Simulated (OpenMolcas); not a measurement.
Ni3+ with 4 ligands (chloride) in tetrahedral coordination (Td). A charge of +0.25 e stands 2.6 Å behind each ligand. Ligand basis ANO-RCC-VDZP.

| Property | Result |
| --- | --- |
| Program | OpenMolcas |
| Method | CASSCF |
| Basis | ANO-RCC-VDZP [5s4p2d1f] |
| Scalar Hamiltonian | DKH2, point nucleus |
| Active space | 7 electrons in 5 orbitals (3d) |
| State averaging | 2S+1 = 4 even, 10 roots; 2S+1 = 2 even, 40 roots |
| Spin-orbit coupling | RASSI with atomic mean-field integrals over the reference wave functions |

All ligands move together. At R = 2.12 Å the first state of the same spin is 4981 cm-1, and at R = 2.23 Å it is 3976 cm-1.

Question: A third run gives 3389 cm-1. What distance was it run at?

Answer: With a power law R^-n the two known points give n = -ln(3976 / 4981) / ln(2.23 / 2.12) = 4.45. Then R = 2.12 × (4981 / 3389)^(1/4.45) = 2.312 Å. The run was at 2.31 Å, so the estimate is off by +0.002 Å.

Without dynamic correlation the repulsion within the d shell is too large (B by tens of per cent), so at a given field states of lower spin stand too high. Ligand-to-metal charge-transfer states are missing. With no ligand orbital active B as a rule stays too high, so bands that hang on it stand too high and its fall with covalency is understated. With metal d orbitals alone and no dynamic correlation the field as a rule comes out too small, by tens of per cent, by up to half for chloride and softer ligands, and the orbital part of g and χT, which goes as 1/10Dq, too large. The least metal-like active orbital is 83 % on the metal (Löwdin) and no ligand orbital is active, so the numbers are rough (holds for R = 2.12). No measured value stands beside these numbers; the geometry was imposed, not optimised, and the real ion may take another.
